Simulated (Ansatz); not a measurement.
`CSB(O)Cl` and `OB(Cl)O[SiH3]` differ in one atom or group.

Ansatz, PBE0-D4/def2-TZVP geometries, multiplicity 1. Each molecule was computed in one conformer, which needn't be the lowest.

```
                                          property  `CSB(O)Cl`
  size of the dipole moment (B3LYP/def2-TZVPP) / D        2.05
                 LUMO energy (PBE/def2-TZVPP) / eV       -0.87
                 HOMO energy (PBE/def2-TZVPP) / eV       -6.10
               LUMO energy (B3LYP/def2-TZVPP) / eV       -0.11
           HOMO–LUMO gap (ωB97M-V/def2-TZVPP) / eV       11.46
size of the dipole moment (ωB97M-V/def2-TZVPP) / D        2.05
```

Question: What does the change do to each property? (Estimate.)

Answer: The calculation gave: 
```tsv
property	`OB(Cl)O[SiH3]`	shift
size of the dipole moment (B3LYP/def2-TZVPP) / D	1.32	-0.73
LUMO energy (PBE/def2-TZVPP) / eV	-0.84	0.03
HOMO energy (PBE/def2-TZVPP) / eV	-7.61	-1.51
LUMO energy (B3LYP/def2-TZVPP) / eV	-0.23	-0.12
HOMO–LUMO gap (ωB97M-V/def2-TZVPP) / eV	13.03	1.57
size of the dipole moment (ωB97M-V/def2-TZVPP) / D	1.32	-0.73
```

With PBE0 the HOMO falls by 1.80 eV and the LUMO falls by 0.06 eV, so the gap widens by about 1.74 eV. PBE moves the HOMO by -1.51 eV and ωB97M-V by -1.96 eV. Dipoles are sizes alone; their direction can turn.

B3LYP here is the variant with VWN-RPA as its local correlation; programs differ in this.
